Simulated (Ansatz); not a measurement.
```xyz
8

F     1.4429   -2.3720   -0.2382
B     0.6969   -1.3011   -0.4841
O     0.4309   -0.4651    0.5250
Ge   -0.5407    1.0416    0.4543
H     0.2989   -1.1397   -1.6063
H    -1.0457    1.2253   -0.9834
H     0.4048    2.1675    0.8833
H    -1.6880    0.8436    1.4494
```

The species carries charge 0 and has multiplicity 1.

Task: List the PBE/def2-TZVPP orbital energies in eV (the Gaussian-basis code of Ansatz). (Best estimate.)

Result: Computed: Occupied: -10805.33, -1338.65, -1192.08, -1192.05, -1192.05, -659.86, -510.72, -178.51, -163.28, -114.78, -114.68, -114.67, -30.71, -30.54, -30.53, -30.46, -30.46, -29.90, -25.01, -14.92, -12.98, -11.55, -11.40, -10.82, -9.56, -9.25, -8.62, -8.05, -7.70. Lowest empty: -0.91, -0.56, -0.20, 0.62, 0.67, 1.50, 2.13, 2.74.
